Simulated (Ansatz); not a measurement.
Z-matrix (Å, degrees):
```
C
O 1 1.408
H 1 1.091 2 108.2
H 1 1.096 2 111.9 3 119.5
H 1 1.096 2 111.3 3 -118.9
Si 2 1.648 1 123.8 3 -167.8
N 6 1.712 2 106.1 1 170.5
H 6 1.503 2 112.4 1 -74.6
H 7 1.007 6 121.3 2 -58.8
H 7 1.007 6 119.7 2 153.3
```

The species carries charge 0 and has multiplicity 2.

List the PBE/def2-TZVPP orbital energies in eV (the Gaussian-basis code of Ansatz). (An estimate is asked.)

Ansatz gave: α occupied: -1779.90, -510.23, -380.18, -270.07, -137.51, -94.29, -94.25, -94.22, -25.26, -21.22, -16.86, -13.15, -12.33, -11.17, -10.91, -10.68, -9.10, -7.70, -7.05, -6.57, -3.97. α empty: -0.15, 0.22, 1.24, 1.66, 1.70, 2.36, 2.57, 2.74. β occupied: -1779.84, -510.17, -380.12, -270.07, -137.44, -94.20, -94.17, -94.12, -25.15, -21.09, -16.83, -12.99, -12.28, -11.10, -10.87, -10.58, -8.87, -7.43, -6.88, -6.36. β empty: -2.38, 0.08, 0.49, 1.32, 1.76, 2.11, 2.56, 2.60. ⟨S²⟩ = 0.752.
